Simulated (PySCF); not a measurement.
## Working out the ionisation energy of Ge

Ge [Ar] 3d10 4s2 4p2 (3P) → Ge⁺ [Ar] 3d10 4s2 4p1 (2P). All numbers are calculated (PySCF 2.14, no relativity, point nucleus, in def2-TZVPPD (7s5p5d1f, 54 functions)). Frozen: [Ne]. Energies in hartree (1 hartree = 27.21139 eV):

```csv
part,Ge (lower),Ge⁺ (upper)
UHF,-2075.321289,-2075.048064
CCSD correlation,-0.311126,-0.295904
(T),-0.008449,-0.007339
```

Question: What does Hartree-Fock give?

Answer: (-2075.048064) − (-2075.321289) = 0.273225 hartree = 7.435 eV.

Question: What do CCSD and CCSD(T) give?

Answer: The CCSD correlation energies differ by 0.015222 hartree = 0.414 eV and the triples by 0.001110 hartree = 0.030 eV, so CCSD gives 7.849 eV and CCSD(T) 7.879 eV.

Measured between the centres of the two terms (NIST): 7.925 eV, so CCSD(T) (valence and next inner shell) is off by -0.046 eV.

The calculation is non-relativistic.

What remains against the reference includes basis incompleteness, the frozen core and higher excitations.
